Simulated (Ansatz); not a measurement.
Reaction (ligand exchange at a B–S bond): `BS` + `N[SiH]1CN1` → `BN[SiH]1CN1` + H₂S

Isolated molecules relaxed with PBE0-D4/def2-TZVP in Ansatz; ΔE leaves out vibrations. CBS: MP2 limit from def2 TZ/QZ plus the TZ coupled-cluster correction, frozen cores. This one scheme is used for every species. Each species was taken in one conformer, which may not be the lowest.

```json
{"level": "SCS-MP2/def2-TZVPP", "ΔE (eV)": "-0.42"}
{"level": "CCSD/CBS(def2)", "ΔE (eV)": "-0.41"}
```

What does CCSD(T)/CBS give? (An estimate is asked.)

Ansatz gave: -0.40 eV. The listed levels differ from it by -0.02, -0.01 eV.

Largest T1 diagnostic among the species: 0.015.
